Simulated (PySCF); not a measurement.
Correlation energy of B⁺ (boron, charge +1)

[He] 2s1 3d1, high-spin 3D determinant (an excited configuration). Calculation: PySCF 2.14, in aug-cc-pVDZ-DK; scalar relativity by spin-free X2C-1e. Frozen: 1s2; 2 electrons correlated.

With two correlated electrons CCSD is exact within the correlated space (frozen core and kept virtual orbitals).

```csv
level,correlation energy (mhartree)
CCSD,-5.08
```

Diagnostics: T1 = 0.0020, D1 = 0.0036, largest double amplitude 0.084.

The outer electron is Rydberg-like, and this basis confines it to a smaller radius and binds it less than a complete one would.

Cost of the coupled-cluster step: roughly 0.16 core-seconds, for 2 correlated electrons.

Iterations:

```
CC2 = 0
CCSD nocc = (np.int64(2), np.int64(0)), nmo = (22, 22)
frozen orbitals [[0], [0]]
max_cycle = 100
direct = 0
conv_tol = 1e-08
conv_tol_normt = 1e-06
diis_space = 8
diis_start_cycle = 0
Init t2, MP2 energy = -0.00157931105325793
Init E_corr(UCCSD) = -0.00157931105339079
cycle = 1  E_corr(UCCSD) = -0.00252143496948053  dE = -0.000942123916  norm(t1,t2) = 0.0271916
cycle = 2  E_corr(UCCSD) = -0.0031597286034273  dE = -0.000638293634  norm(t1,t2) = 0.0203701
cycle = 3  E_corr(UCCSD) = -0.00501465255615841  dE = -0.00185492395  norm(t1,t2) = 0.0155971
cycle = 4  E_corr(UCCSD) = -0.00505556999317976  dE = -4.0917437e-05  norm(t1,t2) = 0.00262187
cycle = 5  E_corr(UCCSD) = -0.00510150749074983  dE = -4.59374976e-05  norm(t1,t2) = 0.000916843
cycle = 6  E_corr(UCCSD) = -0.0050726207397734  dE = 2.8886751e-05  norm(t1,t2) = 0.000170873
cycle = 7  E_corr(UCCSD) = -0.00508180236677781  dE = -9.181627e-06  norm(t1,t2) = 7.32793e-05
cycle = 8  E_corr(UCCSD) = -0.0050815414254801  dE = 2.60941298e-07  norm(t1,t2) = 2.22202e-06
cycle = 9  E_corr(UCCSD) = -0.00508153862523902  dE = 2.80024108e-09  norm(t1,t2) = 5.0582e-08
UCCSD converged
E(UCCSD) = -23.5967136682671  E_corr = -0.005081538625239019
```
